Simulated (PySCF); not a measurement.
**Li⁺: ionisation energy**

Li⁺ 1s2 (1S) → Li²⁺ 1s1 (2S), as a difference of total energies. Calculation: PySCF 2.14, in an even-tempered Gaussian basis (18 s from 0.25 bohr⁻², ratio 2.2; 7 p from 0.44 bohr⁻², ratio 2.4; 4 d from 1.3 bohr⁻², ratio 2.4; 3 f from 2 bohr⁻², ratio 2.4; 3 g from 3 bohr⁻², ratio 2.4); the spin-free X2C one-electron Hamiltonian (Gaussian nucleus). Correlated levels: nothing frozen; virtual orbitals above 40 to 60 times the deepest correlated orbital energy dropped. The calculations carry no spin-orbit coupling.

```tsv
method	ionisation energy (eV)	difference from reference (eV)
UHF	74.465	-1.175
LDA	74.584	-1.056
PBE	75.365	-0.275
PBE0	75.395	-0.245
r2SCAN	75.691	+0.051
TPSSh	75.812	+0.172
PBEsol	74.738	-0.902
MP2 (all electrons)	75.541	-0.099
SCS-MP2 (all electrons)	75.757	+0.117
```

Reference: 75.640 eV (theoretical estimate listed by NIST; NIST Atomic Spectra Database, ionization energies).
